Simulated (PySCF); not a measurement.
Me2Te3, C2H6Te3.
Geometry (PBE0-D3(BJ)/def2-SVP, Å), atoms numbered from 1 in this order:
```xyz
11
C2H6Te3 angstrom
C      2.8145   -0.3358   -0.9758
Te     1.8119   -0.7181    0.8972
Te    -0.4177   -1.8694   -0.1402
Te    -1.9236    0.2476   -0.9311
C     -2.6883    0.7764    1.0170
H      3.7868    0.1177   -0.7368
H      2.9608   -1.2805   -1.5125
H      2.2083    0.3622   -1.5670
H     -1.8608    1.1401    1.6391
H     -3.1645   -0.1003    1.4717
H     -3.4292    1.5748    0.8691
```

Method: TDDFT wB97X-D/def2-SVPD, vertical, gas phase, core orbitals frozen in the response, def2 core potentials past Kr in PySCF. Spin–orbit coupling is left out.

```tsv
state	E (eV)	λ (nm)	ν̃ (cm⁻¹)	f	main configurations (H = HOMO, L = LUMO)
S1	2.87	432.4	23130	0.0099	H→L (81%), H-1→L+1 (14%)
S2	3.06	405.2	24680	0.0080	H-1→L (56%), H→L+1 (40%)
S3	3.38	367.3	27220	0.0075	H-2→L (89%)
S4	3.57	347.0	28820	0.0000	H-2→L+1 (43%), H→L+1 (30%), H-1→L (22%)
S5	3.87	320.8	31170	0.0006	H-2→L+1 (51%), H→L+1 (26%), H-1→L (18%)
S6	4.36	284.1	35200	0.096	H-1→L+1 (52%), H→L+2 (19%), H→L (8%)
S7	4.47	277.6	36020	0.086	H→L+2 (48%), H-1→L+1 (18%), H-1→L+3 (12%)
S8	4.53	273.8	36530	0.0032	H→L+3 (45%), H-1→L+2 (39%)
S9	5.40	229.6	43560	0.0025	H-2→L+2 (62%), H-1→L+3 (8%)
S10	5.54	223.8	44680	0.042	H-3→L (40%), H-1→L+2 (19%), H→L+3 (15%)
```

Triplets (Tamm–Dancoff): T1 2.37 eV, H→L (84%), H-1→L+1 (12%); T2 2.61 eV, H-1→L (60%), H→L+1 (36%); T3 2.88 eV, H-2→L (92%); T4 3.20 eV, H-2→L+1 (61%), H→L+1 (18%), H-1→L (14%).

The lowest singlet comes at 432 nm (277 kJ/mol) in the visible; it is weak; its leading configuration is HOMO→LUMO (81%). The strongest level in the table is S6 at 4.36 eV (284 nm, f = 0.096). Löwdin shares by element: HOMO tellurium 89%, carbon 4% or more; LUMO tellurium 94%. Of the 10 states listed, 3 reach f = 0.01 and 1 stays under 0.0005. The listed states span 2.67 eV, and the widest gap between neighbours is 0.87 eV (S8 to S9). Weighted by f, the mean energy of these states is 4.47 eV. 2 computed singlets (S1 to S2) lie in the visible range (380 to 750 nm), the largest f among them at 432 nm, f = 0.0099; light of that wavelength is violet to blue, and its complementary colour is yellow-green to yellow; a Tamm–Dancoff triplet lies at 523 nm, without intensity as long as spin–orbit coupling is left out. The vertical ionisation energy (ΔSCF) is 7.68 eV, 2.14 eV above S10. Singlets were solved by full linear response, triplets in the Tamm–Dancoff approximation.

The run took 3.0 min (with the writing of density and orbital grids) on one thread of an Intel Xeon Platinum 8375C at 2.90 GHz, shared host with 128 logical CPUs at a one-minute load of 36, and the process peaked at 1.1 GiB of memory.

One conformer stands for the species.
